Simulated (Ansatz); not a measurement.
Relaxation of AlClF2H2S (7 atoms, charge 0, multiplicity 1), to a largest force component of 0.03 eV/Å in at most 50 steps.

Computed with Ansatz, RHF/def2-SVP.

```xyz
7
Properties=species:S:1:pos:R:3:forces:R:3
Al 0.080 0.309 -0.038 -0.09 -0.30 1.53
Cl -0.052 0.353 2.139 0.09 0.29 -1.42
F 1.487 0.653 -0.787 0.07 -0.01 0.02
F -1.293 0.183 -0.910 -0.07 -0.02 -0.01
S 0.292 -3.020 0.832 -0.21 0.85 0.56
H -0.969 -3.385 0.590 -0.01 0.03 -0.01
H -0.025 -2.216 1.895 0.22 -0.84 -0.67
```

Q: Where does it end, and by what steps?

A: The run converged. After 8 steps the energy has fallen by 0.610 eV; H6 moved furthest, 0.61 Å. Joined: Al1–S5 (3.45 → 2.54 Å).

```
step  energy less start (eV)  largest force component (eV/Å)  accepted
   0                  0.0000                           1.528       yes
   1                 -0.1959                           1.057       yes
   2                 -0.3602                           1.248       yes
   3                 -0.5096                           0.674       yes
   4                 -0.5739                           0.431       yes
   5                 -0.5974                           0.486       yes
   6                 -0.6071                           0.219       yes
   7                 -0.6092                           0.104       yes
   8                 -0.6101                           0.021       yes
```

```xyz
7
Properties=species:S:1:pos:R:3
Al 0.055 -0.038 0.158
Cl -0.115 0.759 2.097
F 1.447 0.255 -0.673
F -1.330 -0.207 -0.727
S 0.314 -2.523 0.633
H -0.931 -2.862 0.283
H 0.080 -2.508 1.949
```

Time of the run: 19 s on 1 thread of Arm Neoverse V1, with other jobs on the host, peak memory 0.17 GiB.
